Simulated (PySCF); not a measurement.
Al(Me)(OH) (CH4AlO), SMILES [OH][Al][CH3], multiplicity 2.

Coordinates come from a r2SCAN-D4/def2-TZVP optimisation. The spin state was assumed, not searched. The isomer is the one that the SMILES or the coordinates give; other isomers of the formula were not compared. Other conformers were not sampled.

Method: r2SCAN-D4/def2-TZVP in PySCF.

Frequencies are harmonic and unscaled.

List the normal modes with their intensities. (The exact figures need the calculation; the answer reports its results.)


| mode | ν (cm⁻¹) | IR (km/mol) | moving atoms (share of kinetic energy) |
|---|---|---|---|
| 1 | 25 | 0.7 | H 86 % |
| 2 | 190 | 5.4 | O 32 %, H 26 %, Al 25 %, C 18 % |
| 3 | 359 | 75.8 | H 93 % |
| 4 | 566 | 0.7 | H 83 %, C 15 % |
| 5 | 577 | 86.2 | H 59 %, C 26 %, Al 12 % |
| 6 | 609 | 63.8 | H 38 %, C 28 %, O 17 %, Al 17 % |
| 7 | 686 | 97.7 | H 75 %, C 16 % |
| 8 | 827 | 71.3 | O 47 %, Al 42 %, H 10 % |
| 9 | 1174 | 5.0 | H 82 %, C 18 % |
| 10 | 1430 | 3.6 | H 95 % |
| 11 | 1441 | 5.3 | H 95 % |
| 12 | 3018 | 8.1 | H 97 % |
| 13 | 3098 | 6.2 | H 91 %, C 9 % |
| 14 | 3134 | 7.3 | H 91 %, C 9 % |
| 15 | 3898 | 76.6 | H 94 % |
